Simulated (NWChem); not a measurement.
System: C2H3ClO2Si; SMILES C#C[Si](O)(O)Cl

```xyz
9

C      0.9727     2.7424     0.0020
C      0.3976     1.6712    -0.0044
Si    -0.4535     0.0659     0.0317
O     -1.3983    -0.1376     1.3639
O     -1.4052    -0.0256    -1.2967
Cl     0.9932    -1.4091     0.0316
H      1.4806     3.6911     0.0010
H     -0.9636    -0.3094     2.2043
H     -2.0048    -0.7765    -1.3500
```
Atoms are numbered in this order, from 1.

Program: NWChem. Pople sets run with spherical d functions. STO-3G and 3-21G are far too small for this property and stand as cheap habits. The geometry was optimised at PBE0/def2-SVP. B3LYP is NWChem's, with the RPA form of VWN correlation. GIAO values for the isolated, static molecule; σ is the absolute isotropic shielding, δ = σ(reference) − σ with the isolated reference molecule computed at the same levels (13C: tetramethylsilane, 1H: tetramethylsilane, 17O: water, 29Si: tetramethylsilane).

```csv
level,δ C2 (ppm),δ Si3 (ppm),δ O4 (ppm),δ O5 (ppm),δ H7 (ppm),δ H8 (ppm),δ H9 (ppm)
PBE/pcSseg-1,(withheld),(withheld),(withheld),(withheld),(withheld),(withheld),(withheld)
Hartree-Fock/STO-3G,64.9,-10.1,-70.3,-74.3,3.24,-1.94,-1.48
B3LYP/6-31G*,70.3,-37.5,62.5,51.8,2.06,1.69,1.89
```

Q: Some entries are withheld; supply them.

A: 
- PBE/pcSseg-1, δ C2 (ppm): 81.9
- PBE/pcSseg-1, δ Si3 (ppm): -51.5
- PBE/pcSseg-1, δ O4 (ppm): 91.4
- PBE/pcSseg-1, δ O5 (ppm): 79.7
- PBE/pcSseg-1, δ H7 (ppm): 2.15
- PBE/pcSseg-1, δ H8 (ppm): 1.95
- PBE/pcSseg-1, δ H9 (ppm): 2.21
